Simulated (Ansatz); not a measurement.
H₄O₄Re, SMILES [OH][Re]([OH])([OH])[OH] (connectivity only; charge and spin as stated), neutral, multiplicity 4.

Geometry: PBE-D3(BJ)/def2-SVP. The spin state was assumed, not searched. The def2 effective core potentials stand for the cores of Re; spin–orbit coupling is left out. Other conformers were not sampled.

Two levels are set side by side: PBE/def2-TZVPD (Ansatz, an electronic-structure program) and CAM-B3LYP/def2-TZVPD (Ansatz). Energy differences of separate SCF runs at the same geometry; the states with an electron removed or added have multiplicity 3 and 3. Differences are taken from unrounded values.

| quantity | CAM-B3LYP | PBE | PBE minus CAM-B3LYP |
|---|---|---|---|
| vertical ionisation energy (eV) | 8.60 | 7.85 | -0.75 |
| vertical electron affinity (eV) | 1.36 | 1.15 | -0.21 |
